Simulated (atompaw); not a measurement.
**Which change was made? (Rh, PAW (atompaw))**

rhodium, PAW, made with atompaw 4.2.0.5 (PBEsol, scalar-relativistic). Core [Ar] 3d10 4s2, reference 4p6 4d8 5s1 5p0. Waves: 5s (bound); 5s channel at 1.15 Ry; 4p (bound); 5p (bound, empty); 4d (bound); 4d channel at 0.3 Ry. Local part: troulliermartins scheme with l = 3 at -0.5 Ry, radius 2.35 bohr. Core correction: smooth core density matched at 2.85 bohr. Augmentation charge: sinc compensation charge, radius 2.95 bohr; PAW radius 3.00 bohr; waves and projectors: bloechl.

Cutoffs, loose and tight: the cutoffs (Ry, on a coarse ladder) from which the occupation-weighted sum of valence levels, in a spherical-Bessel basis at the reference potential, stays within 10 and 1 mRy of its value at 400 Ry. They see the waves, projectors and local potential, not the compensation charge or the core.

The base gives: outcome: generated; cutoff, loose: 35 Ry; cutoff, tight: 50 Ry; bound ghosts: s.

Question: After one change the result is: outcome: generated, no UPF (negative core plus compensation charge); cutoff, loose: 50 Ry; cutoff, tight: 80 Ry; bound ghosts: s. Which change was it?
A. all radii scaled by about 1.29 (s 3.88, p 2.06, d 3.88 bohr); local potential troulliermartins scheme with l = 3 at -0.5 Ry, radius 3.04 bohr; augmentation sinc compensation charge, radius 3.82 bohr; PAW radius 3.88 bohr; waves and projectors: bloechl; core correction smooth core density matched at 3.68 bohr
B. all radii scaled by about 1.17 (s 3.52, p 1.88, d 3.52 bohr); local potential troulliermartins scheme with l = 3 at -0.5 Ry, radius 2.76 bohr; augmentation sinc compensation charge, radius 3.46 bohr; PAW radius 3.52 bohr; waves and projectors: bloechl; core correction smooth core density matched at 3.34 bohr
C. all radii scaled by about 0.75 (s 2.24, p 1.20, d 2.24 bohr); local potential troulliermartins scheme with l = 3 at -0.5 Ry, radius 1.76 bohr; augmentation sinc compensation charge, radius 2.20 bohr; PAW radius 2.24 bohr; waves and projectors: bloechl; core correction smooth core density matched at 2.12 bohr
D. all radii scaled by about 0.85 (s 2.56, p 1.36, d 2.56 bohr); local potential troulliermartins scheme with l = 3 at -0.5 Ry, radius 2.00 bohr; augmentation sinc compensation charge, radius 2.52 bohr; PAW radius 2.56 bohr; waves and projectors: bloechl; core correction smooth core density matched at 2.44 bohr

Answer: D. The others give: all radii scaled by about 1.29 (s 3.88, p 2.06, d 3.88 bohr); local potential troulliermartins scheme with l = 3 at -0.5 Ry, radius 3.04 bohr; augmentation sinc compensation charge, radius 3.82 bohr; PAW radius 3.88 bohr; waves and projectors: bloechl; core correction smooth core density matched at 3.68 bohr → outcome: generated; cutoff, loose: 18 Ry; cutoff, tight: 21 Ry; bound ghosts: none | all radii scaled by about 1.17 (s 3.52, p 1.88, d 3.52 bohr); local potential troulliermartins scheme with l = 3 at -0.5 Ry, radius 2.76 bohr; augmentation sinc compensation charge, radius 3.46 bohr; PAW radius 3.52 bohr; waves and projectors: bloechl; core correction smooth core density matched at 3.34 bohr → outcome: generated; cutoff, loose: 21 Ry; cutoff, tight: 30 Ry; bound ghosts: none | all radii scaled by about 0.75 (s 2.24, p 1.20, d 2.24 bohr); local potential troulliermartins scheme with l = 3 at -0.5 Ry, radius 1.76 bohr; augmentation sinc compensation charge, radius 2.20 bohr; PAW radius 2.24 bohr; waves and projectors: bloechl; core correction smooth core density matched at 2.12 bohr → outcome: generated, no UPF (negative core plus compensation charge); cutoff, loose: 70 Ry; cutoff, tight: 110 Ry; bound ghosts: s.
